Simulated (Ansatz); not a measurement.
```yaml
crystal:
  periodic: [false, false, false]
  atoms:
    - {symbol: Al, position_ang: [-0.577036, -1.999804, 2.138347]}
    - {symbol: Al, position_ang: [0.064066, 0.462474, -2.205008]}
    - {symbol: Al, position_ang: [-0.236834, 0.458060, 0.786971]}
    - {symbol: Al, position_ang: [-0.237324, -1.758750, -0.569945]}
    - {symbol: Al, position_ang: [2.346895, 1.058032, 1.505423]}
    - {symbol: Al, position_ang: [-2.223247, -0.219497, -1.516210]}
    - {symbol: Al, position_ang: [-2.607139, -0.992378, 0.894102]}
    - {symbol: Al, position_ang: [1.647402, -1.500519, 1.261476]}
    - {symbol: Al, position_ang: [1.201699, 2.478982, -0.451110]}
    - {symbol: Al, position_ang: [2.196504, -0.314699, -0.946963]}
    - {symbol: Al, position_ang: [-1.473128, 2.280220, -0.885347]}
basis:
  gaussian: {orbitals: cc-pVDZ}
magnetization: {spin_polarized: true, initial_magnetization: 1}
hamiltonian: {xc: {name: BLYP}}
accuracy: high
scf: {lower_state_search: full}
output: {forces: true}
```

```sh
$ ansatz run in.yaml --threads 6 --pin off --events-out ev --progress --plain --max-ram 7833MiB
```

It prints (some lines left out):

```
Functional definition: BLYP
4495 factors; integrals over basis functions are off by at most 3.1e-9 eV
mean field evaluation 1: about -72551.6943 eV, gradient 4.2e1 eV
mean field evaluation 2: about -72551.6893 eV, gradient 4.2e1 eV
mean field evaluation 4: about -72548.4785 eV, gradient 4.3e1 eV
mean field evaluation 8: about -72566.9617 eV, gradient 7.2e-2 eV
mean field evaluation 16: about -72566.3644 eV, gradient 3.3e0 eV
mean field evaluation 32: about -72565.3611 eV, gradient 4.1e0 eV
mean field evaluation 64: about -72566.0579 eV, gradient 1.3e0 eV
mean field evaluation 96: about -72550.2286 eV, gradient 3.6e1 eV
mean field evaluation 128: about -72562.5968 eV, gradient 1.1e1 eV
mean field -72566.96135738 eV, -2666.7866422307 hartree, gradient 2.0e-8 eV, S^2 0.757237; 8 other end points of the search recorded, 0 dependent functions left out
reference -72566.96141035 eV, -2666.7866441773 hartree; 72, 71 occupied and 126, 127 virtual orbitals, 4495 factors
Total energy: -72566.96141035 eV, -2666.7866441773 hartree
Atom 0 at    -0.577036    -1.999804     2.138347 Å, force    -0.762059    -0.436468     0.621788 eV/Å
Atom 1 at     0.064066     0.462474    -2.205008 Å, force     0.750491     0.099969    -0.447431 eV/Å
Atom 2 at    -0.236834     0.458060     0.786971 Å, force    -0.252894     0.580263     0.260058 eV/Å
Atom 3 at    -0.237324    -1.758750    -0.569945 Å, force    -0.191600    -0.569053    -0.465666 eV/Å
Atom 4 at     2.346895     1.058032     1.505423 Å, force     0.267992     0.179211     0.114936 eV/Å
Atom 5 at    -2.223247    -0.219497    -1.516210 Å, force    -0.715547    -0.205326    -0.155359 eV/Å
Atom 6 at    -2.607139    -0.992378     0.894102 Å, force    -0.387024    -0.105403     0.261729 eV/Å
Atom 7 at     1.647402    -1.500519     1.261476 Å, force     1.186274    -0.303397     0.172624 eV/Å
Atom 8 at     1.201699     2.478982    -0.451110 Å, force     0.060990     0.350873     0.020700 eV/Å
Atom 9 at     2.196504    -0.314699    -0.946963 Å, force     0.184808     0.049265    -0.349081 eV/Å
Atom 10 at    -1.473128     2.280220    -0.885347 Å, force    -0.141430     0.360066    -0.034297 eV/Å
Dipole moment:    -0.001485    -0.119907    -0.087879 e Å
```

Hardware: 6 threads of Intel Xeon on a shared host. Wall time 64 s, peak host memory 1.8 GiB.
